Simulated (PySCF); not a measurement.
# Tc²⁺ (technetium, charge +2) across methods

[Kr] 4d5, high-spin 6S determinant. All numbers are calculated (PySCF 2.14, the spin-free X2C one-electron Hamiltonian (Gaussian nucleus), in x2c-TZVPPall). The B2PLYP total includes its PT2 part (frozen core); its orbital energies are those of the SCF part.

```json
{"method": "B97-3", "E (hartree)": "-4284.15", "mean ε 4p α (eV)": "-66.617", "mean ε 4p β (eV)": "-61.874", "mean ε 4d α (eV)": "-25.377", "Σ⟨r²⟩ (bohr²)": "30.69", "⟨S²⟩": "8.750"}
{"method": "LDA", "E (hartree)": "-4279.54", "mean ε 4p α (eV)": "-62.845", "mean ε 4p β (eV)": "-59.553", "mean ε 4d α (eV)": "-23.911", "Σ⟨r²⟩ (bohr²)": "31.05", "⟨S²⟩": "8.750"}
{"method": "r2SCAN0", "E (hartree)": "-4284.46", "mean ε 4p α (eV)": "-67.728", "mean ε 4p β (eV)": "-61.973", "mean ε 4d α (eV)": "-25.815", "Σ⟨r²⟩ (bohr²)": "30.65", "⟨S²⟩": "8.751"}
{"method": "B2PLYP", "E (hartree)": "-4283.92", "mean ε 4p α (eV)": "-70.415", "mean ε 4p β (eV)": "-63.822", "mean ε 4d α (eV)": "-27.042", "Σ⟨r²⟩ (bohr²)": "30.77", "⟨S²⟩": "8.751"}
{"method": "r2SCAN", "E (hartree)": "-4284.47", "mean ε 4p α (eV)": "-64.411", "mean ε 4p β (eV)": "-59.764", "mean ε 4d α (eV)": "-24.152", "Σ⟨r²⟩ (bohr²)": "30.73", "⟨S²⟩": "8.751"}
{"method": "UHF", "E (hartree)": "-4282.31928", "mean ε 4p α (eV)": "-77.102", "mean ε 4p β (eV)": "-67.311", "mean ε 4d α (eV)": "-30.013", "Σ⟨r²⟩ (bohr²)": "30.63", "⟨S²⟩": "8.752"}
{"method": "BHandHLYP", "E (hartree)": "-4284.46", "mean ε 4p α (eV)": "-70.151", "mean ε 4p β (eV)": "-63.905", "mean ε 4d α (eV)": "-26.975", "Σ⟨r²⟩ (bohr²)": "30.73", "⟨S²⟩": "8.750"}
{"method": "PBE0", "E (hartree)": "-4284.14", "mean ε 4p α (eV)": "-66.623", "mean ε 4p β (eV)": "-61.578", "mean ε 4d α (eV)": "-25.564", "Σ⟨r²⟩ (bohr²)": "30.79", "⟨S²⟩": "8.751"}
```

Q: Estimate the same row for PBE.

A: E (hartree) = -4284.05; mean ε 4p α (eV) = -62.805; mean ε 4p β (eV) = -59.190; mean ε 4d α (eV) = -23.831; Σ⟨r²⟩ (bohr²) = 30.98; ⟨S²⟩ = 8.750.
